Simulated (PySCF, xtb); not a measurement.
AsH5, SMILES [AsH5].

GFN2-xTB (xtb 6.7.1) at its own geometry gives an orbital gap of 5.37 eV and a dipole moment of 0.00 D.

Coordinates come from a PBE0-D3(BJ)/def2-TZVP optimisation.

### Question
What does PBE0/def2-TZVPD (PySCF) give? (The exact figures need the calculation; the answer reports its results.)

### Answer
gap 5.31 eV (levels -6.03 and -0.72 eV), dipole 0.00 D.
